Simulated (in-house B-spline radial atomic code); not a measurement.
## Binding energies in Pt LXIV (Pt63+)

NIST's tabulated ground configuration is [Ne] 3s2 3p3; each binding energy is the energy of the ion with one electron taken from that subshell, relaxed, less that of the parent. Computed with a radial B-spline atomic code at the basis-set limit: Dirac-Hartree-Fock, average of configuration, Fermi nucleus of rms radius 5.427 fm. Energies include first-order Breit, QED and recoil terms.

| subshell | X-ray name | binding energy (eV) | -ε (eV) | relaxation (eV) |
| --- | --- | --- | --- | --- |
| 1s | K | 83688.8 | 84135.6 | 31.6 |
| 2s | L1 | 18934.8 | 18994.3 | 6.1 |
| 3s | M1 | 7575.8 | 7590.1 | 0.7 |
| 3p | M2,3 | 7074.1 | 7084.2 | 0.7 |

Relaxation = -ε minus the binding energy without Breit, QED and recoil terms.

What does it cost to remove two 2s electrons?

38210 eV, which is 340.3 eV more than the two single binding energies together.

What does it cost to remove two 1s electrons?

169010 eV, which is 1634 eV more than the two single binding energies together.
